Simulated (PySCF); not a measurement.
CH3Mg (SMILES [CH3][Mg+]), charge +1, singlet, geometry from GFN2-xTB (such geometries of metal compounds can be far from the true shape). Base run: BLYP/6-31G** (PySCF).

Input for PySCF:
```python
from pyscf import gto, scf, dft

mol = gto.M(
    atom='''
Mg   -0.66340694   -0.39668681   -0.52537335
C     0.81021333    0.48447027    0.64163406
H     1.31116875   -0.33067603    1.18338454
H     0.29824984    1.18120060    1.32087899
H     1.49018477    1.00289557   -0.04958766
''',
    basis='6-31g**',
    charge=1,
    verbose=4,
)

mf = dft.RKS(mol)
mf.xc = 'blyp'
mf.kernel()
```

Variants of this job, named by their change:

```
change                                           ΔE vs base (mEh)  fitting functions        outcome
-----------------------------------------------  ----------------  -----------------  -------------
base                                                        0.000                  -      converged
auxbasis = even-tempered beta=2.0                          -0.003                382      converged
auxbasis = def2-svp-ri                                          …                  …      converged
auxbasis = default (with mf = mf.density_fit())            -0.029                329      converged
auxbasis = even-tempered beta=3.0                          -0.520                259      converged
auxbasis = def2-universal-jkfit                            -0.039                241      converged
auxbasis = def2-tzvp-ri                                         …                  …      converged
auxbasis = cc-pvqz-jkfit                                        -                  -  input refused
auxbasis = cc-pvdz-jkfit                                        -                  -  input refused
auxbasis = def2-universal-jfit                             -0.148                138      converged
```

Q: Fill in the missing entries.

A: 
- auxbasis = def2-svp-ri, ΔE vs base (mEh): -15.244
- auxbasis = def2-svp-ri, fitting functions: 134
- auxbasis = def2-tzvp-ri, ΔE vs base (mEh): -6.882
- auxbasis = def2-tzvp-ri, fitting functions: 213

A fitting set is made for a task (jfit for Coulomb, jkfit for Coulomb and exchange, ri for correlation) and for a family of orbital bases.

- auxbasis = cc-pvqz-jkfit: ended with `pyscf.lib.exceptions.BasisNotFoundError: Basis set not found for Mg in cc-pvqz-jkfit`
- auxbasis = cc-pvdz-jkfit: ended with `pyscf.lib.exceptions.BasisNotFoundError: Basis set not found for Mg in cc-pvdz-jkfit`
